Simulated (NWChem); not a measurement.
System: C₂H₈OSi; SMILES O[SiH](C)C

Input file for NWChem:

```
start job
memory heap 200 mb stack 900 mb global 1100 mb
geometry units angstroms noautoz
  Si     0.092528    -0.000119     0.347173
  C     -0.840361    -1.538203    -0.188526
  C     -0.836481     1.540202    -0.188830
  O      1.659797    -0.002177    -0.244519
  H      0.263321    -0.000162     1.829045
  H     -0.984989    -1.565932    -1.281008
  H     -0.297562    -2.450011     0.105223
  H     -1.838014    -1.572582     0.278551
  H     -0.291345     2.450687     0.104691
  H     -0.981086     1.568060    -1.281311
  H     -1.834019     1.577221     0.278295
  H      1.761854    -0.002922    -1.199993
end
basis spherical
  * library def2-tzvp
end
dft
  xc slater vwn_5
  iterations 150
  semidirect filesize 400000000
  mulliken
end
task dft energy
```

All runs use the structure optimised with PBE0/def2-SVP.

Q: Predict the main results of this run. (LDA (Slater exchange, VWN5)/def2-TZVP.) Quantities: energy (Ha); highest occupied level (eV); orbital gap (eV); dipole (D).

A: 
```
Quantity                       Value
---------------------------  -------
energy (Ha)                  -443.41
highest occupied level (eV)    -6.85
orbital gap (eV)                6.55
dipole (D)                      1.96
```
